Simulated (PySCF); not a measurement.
A geometry optimisation on `[Se]1[Se][Se][Se][Se][Se]1`.

Computed with PBE0-D3(BJ)/def2-SVP geometry optimisation, gas phase (PySCF 2.14.0). Start geometry: GFN2-xTB. A driver script takes a list of jobs; this job's settings line and coordinates (Å) are shown.

Input:
```
{"job": {"xc": "PBE0", "basis": "def2-SVP", "d3": "d3bj", "grid": 1, "maxiter": 30, "shake": 0.01, "kind": "geom"}, "charge": 0, "multiplicity": 1}
Se     1.110670    -1.866750    -0.260240
Se     2.136080     0.117660     0.478090
Se     0.926240     1.793290    -0.665040
Se    -1.055880     1.845460     0.509430
Se    -2.144350    -0.128360    -0.237500
Se    -0.948600    -1.791300     0.903610
```

Output:
```
step   0  E = -14405.99092702  max force = 0.007800
step   1  E = -14405.99018762  max force = 0.009221
step   2  E = -14405.99191997  max force = 0.003800
step   3  E = -14405.99224853  max force = 0.001237
step   4  E = -14405.99227026  max force = 0.000590
step   5  E = -14405.99226563  max force = 0.000423
step   6  E = -14405.99226803  max force = 0.000450
optimisation converged
```

Energies in Eh; «max force» is the largest Cartesian gradient component in Eh/bohr.

How much energy does the optimisation release, in eV?

E(step 0) − E(last step) = 0.001341 Eh, which is 0.036 eV.

At which steps does the energy rise by more than 1e-5 Eh?

At step 1 (+0.74 mEh).

Summary of the converged run: final energy -14405.99227 Eh after 6 steps; dipole 0.00 D.

Give the final coordinates.

0.041 Å rms from the input after alignment:
```
atom  x, y, z in Å
Se1   -1.2817   -0.9337   -1.3253
Se2    0.1929   -2.1584    0.0245
Se3    2.0318   -0.7036    0.0619
Se4    1.2906    0.9242    1.5675
Se5   -0.1845    2.1484    0.2204
Se6   -2.0244    0.6932    0.1790
```

Estimate the wall time. Hardware: one thread of an Arm Neoverse V1, shared host with 32 logical CPUs at a one-minute load of 25. And the peak memory of the process?

About 5.9 min, with 1.5 GiB resident at the peak, the Python interpreter and its libraries included.
Labels such as C1 count atoms from 1, the log's own numbers from 0.
